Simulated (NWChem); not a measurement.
**FGe (+1)**

```xyz
2

F      0.0000     0.0000     1.3227
Ge     0.0000     0.0000    -0.3720
```
Charge +1, spin multiplicity 1.

All runs are NWChem calculations. All single points use one geometry, from B3LYP/def2-SVP, a minimum by its harmonic frequencies.

Symmetry labels belong to the abelian group C2v used in the runs, with the axes of the coordinates shown; states degenerate in a higher group split over its labels.

The Hamiltonian is non-relativistic. B3LYP has NWChem's definition, with VWN1-RPA local correlation. The spin multiplicity of the parent species was assumed, not shown to be that of its ground state. The structure started from a generated list of species.

Q: List the lowest 3 singlet excitations that TD-B3LYP/def2-SVPD, VWN1-RPA local correlation gives, with oscillator strengths.

A: 
| state | symmetry | energy (eV) | wavelength (nm) | f |
|---|---|---|---|---|
| 1 | b2 | 6.76 | 183 | 0.099 |
| 2 | b1 | 6.76 | 183 | 0.099 |
| 3 | a2 | 7.10 | 175 | 0.000 |
